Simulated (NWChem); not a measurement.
System: HfNHClF; SMILES [NH]=[Hf]([F])[Cl]

```xyz
5

Hf     0.1367    -0.2472     0.1765
N     -1.1619    -1.3572    -0.4190
H     -1.8176    -1.9583    -0.9066
F      1.8759    -0.8746    -0.3712
Cl    -0.3505     2.0405    -0.2851
```
Atoms are numbered in this order, from 1.

Level: PBE0/def2-SVP with def2 effective core potentials on Hf (NWChem), optimised geometry, unscaled harmonic frequencies. def2 effective core potentials on Hf; no spin-orbit coupling.

```csv
frequency (cm⁻¹),IR intensity (km/mol)
86,21.9
138,4.8
208,2.5
369,57.6
518,196.5
644,99.0
689,173.6
939,120.8
3669,102.9
```

The zero-point energy is 10.4 kcal/mol and the thermal correction to the enthalpy at 298.15 K (with zero-point energy) is 14.5 kcal/mol. The heat capacity Cv is 16.6 cal/(mol K) and the entropy at 298.15 K and 1 atm (symmetry number 1) is 80.7 cal/(mol K).

Rigid rotor and harmonic oscillator; modes under 100 cm⁻¹ make the entropy uncertain.
